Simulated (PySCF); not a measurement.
## Peak assignment

Molfile (atoms numbered from 1):
```
C8H11Cl
     RDKit          3D

 20 19  0  0  0  0  0  0  0  0999 V2000
    1.9645   -0.9956    0.9495 C   0  0  0  0  0  0  0  0  0  0  0  0
    1.1489   -0.1443    1.5598 C   0  0  0  0  0  0  0  0  0  0  0  0
    0.1393    0.6805    0.9071 C   0  0  0  0  0  0  0  0  0  0  0  0
   -0.6985    1.4267    1.6295 C   0  0  0  0  0  0  0  0  0  0  0  0
    0.0494    0.6668   -0.5740 C   0  0  0  0  0  0  0  0  0  0  0  0
    1.0301    1.1220   -1.3392 C   0  0  0  0  0  0  0  0  0  0  0  0
   -1.2203    0.0931   -1.1466 C   0  0  0  0  0  0  0  0  0  0  0  0
   -1.2532   -1.4102   -0.9012 C   0  0  0  0  0  0  0  0  0  0  0  0
   -2.7772   -2.1155   -1.5060 Cl  0  0  0  0  0  0  0  0  0  0  0  0
    1.9509   -1.1327   -0.1186 H   0  0  0  0  0  0  0  0  0  0  0  0
    2.6779   -1.5846    1.4999 H   0  0  0  0  0  0  0  0  0  0  0  0
    1.1898   -0.0405    2.6366 H   0  0  0  0  0  0  0  0  0  0  0  0
   -1.4496    2.0461    1.1696 H   0  0  0  0  0  0  0  0  0  0  0  0
   -0.6480    1.4545    2.7051 H   0  0  0  0  0  0  0  0  0  0  0  0
    1.9330    1.5308   -0.9183 H   0  0  0  0  0  0  0  0  0  0  0  0
    0.9576    1.1214   -2.4141 H   0  0  0  0  0  0  0  0  0  0  0  0
   -2.0860    0.5493   -0.6618 H   0  0  0  0  0  0  0  0  0  0  0  0
   -1.2756    0.2927   -2.2177 H   0  0  0  0  0  0  0  0  0  0  0  0
   -0.4413   -1.9132   -1.4266 H   0  0  0  0  0  0  0  0  0  0  0  0
   -1.1969   -1.6366    0.1639 H   0  0  0  0  0  0  0  0  0  0  0  0
  1  2  2  0
  2  3  1  0
  3  4  2  0
  3  5  1  0
  5  6  2  0
  5  7  1  0
  7  8  1  0
  8  9  1  0
  1 10  1  0
  1 11  1  0
  2 12  1  0
  4 13  1  0
  4 14  1  0
  6 15  1  0
  6 16  1  0
  7 17  1  0
  7 18  1  0
  8 19  1  0
  8 20  1  0
M  END
```

PySCF calculation with PBE0/pcSseg-1 with gauge-including orbitals and coordinates at the GFN2-xTB level; single conformer, non-relativistic, no solvent, one averaged value for each set of equivalent atoms.

Referencing at the same level of theory: ¹³C (σ = 186.93 ppm), ¹H (σ = 31.72 ppm) against TMS.

Q: Assign these signals to the numbered atoms. ¹³C{¹H} NMR (computed): δ 157.4 (C), 152.1 (C), 147.5 (CH), 124.7 (CH2), 124.2 (CH2), 123.5 (CH2), 50.7 (CH2), 49.3 (CH2).

A: 
| δ (ppm) | atoms | environment | reason |
| --- | --- | --- | --- |
| 157.4 | C3 | fully substituted alkene carbon | the olefinic region |
| 152.1 | C5 | fully substituted alkene carbon | – |
| 147.5 | C2 | alkene CH | the olefinic region |
| 124.7 | C1 | terminal =CH2 carbon | the olefinic region |
| 124.2 | C6 | terminal =CH2 carbon | – |
| 123.5 | C4 | terminal =CH2 carbon | – |
| 50.7 | C7 | allylic sp3 CH2 | saturated and bonded to C and H only |
| 49.3 | C8 | sp3 CH2 bonded to Cl | pulled downfield by the heteroatom |

C1 and C6; C6 and C4; C7 and C8 lie closer than the usual error of such a calculation, so a measured spectrum could show them in the other order.

Q: Assign these signals to the numbered atoms. ¹H NMR (600 MHz, computed): δ 6.78 (m, 1H), 5.69 (br s, 1H), 5.68 (m, 1H), 5.53 (m, 1H), 5.50 (m, 1H), 5.39 (m, 1H), 5.17 (br s, 1H), 3.41 (t, 2H), 2.69 (t, 2H).

A: 
6.78 → H12, hydrogen on an alkene CH: a vinylic proton, deshielded by the sp2 carbon and the C=C anisotropy
5.69 → H16, hydrogen on a terminal =CH2 carbon: attached to an sp2 carbon and in the plane of the double bond
5.68 → H10, hydrogen on a terminal =CH2 carbon
5.53 → H11, hydrogen on a terminal =CH2 carbon
5.50 → H14, hydrogen on a terminal =CH2 carbon
5.39 → H13, hydrogen on a terminal =CH2 carbon
5.17 → H15, hydrogen on a terminal =CH2 carbon
3.41 → H19/H20, hydrogen on an sp3 CH2 bonded to Cl: its carbon carries Cl, hence the downfield position
2.69 → H17/H18, hydrogen on an allylic sp3 CH2: allylic position

H16 and H10; H11 and H14; H14 and H13 lie closer than the usual error of such a calculation, so a measured spectrum could show them in the other order.

Carbons that carry Cl, above all several Cl atoms, come out too deshielded, partly because spin–orbit coupling is missing. Shifts are as computed. Against solution values, carbons near 30 ppm lie about +3 ppm off and those near 130 ppm about +5 ppm; carbons on Cl a further +6 ppm. Of 1211 compounds with measured shifts, 218 miss one by over three times the rms of a fit or turn the order of signals round; such compounds aren't used in these exercises. Multiplicities follow the n + 1 count of equivalent neighbours, as no J values were calculated; m marks all less simple cases, F and P coupling included.
